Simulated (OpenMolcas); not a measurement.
Os6+ among 6 point charges of -1.7 e arranged as a tetragonal octahedron (D4h), 1.83 Å from the ion, with the axial distance 1.867 Å.
```
   1.8300    0.0000    0.0000  -1.70
   0.0000    1.8300    0.0000  -1.70
  -1.8300    0.0000    0.0000  -1.70
   0.0000   -1.8300    0.0000  -1.70
   0.0000    0.0000    1.8666  -1.70
   0.0000    0.0000   -1.8666  -1.70
```

```json
{
  "Program": "OpenMolcas 26.06",
  "Method": "SS-CASPT2, IPEA 0.25 Eh, imaginary shift 0.1 Eh (closed shells correlated: 5s 5p)",
  "Basis": "ANO-RCC-VDZP [7s6p4d2f1g]",
  "Scalar Hamiltonian": "DKH2, point nucleus",
  "Active space": "2 electrons in 5 orbitals (5d)",
  "State averaging": "2S+1 = 3 even, 10 roots; 2S+1 = 1 even, 15 roots",
  "Spin-orbit coupling": "RASSI with atomic mean-field integrals over the reference wave functions"
}
```

What is the spin-free ground state (labels of D4, the rotations of D4h)?

3A2, 1-fold in its orbital part, 95 % from free-ion F terms; it has the highest spin that d2 allows.

Where is the first state of the same spin?

3E at 528 cm-1 above the ground state.

What are the lowest two levels with spin-orbit coupling?

A 1-fold level A1, then a 1-fold level B1 270 cm-1 above it. Their leading multiplicities are 3 (92 %) and 3 (91 %).

What is χT at 300 K, and how does it compare with the textbook value?

The lowest level has 2S+1 = 3, for which the spin-only value is χT = S(S+1) / 2 = 1.000 cm3 K/mol (g = 2). The computed 0.060 at 300 K differs by -0.940, through orbital momentum, spin-orbit coupling and any other state in reach.

Spin-orbit coupling mixes the spin-free states strongly: the lowest level takes only 49 % from its leading state, 3A2. Free-ion shares, where given, are those of the reference states; single-state CASPT2 does not remix them. This is an electrostatic model: the charges have no orbitals. No measured value stands beside these numbers.
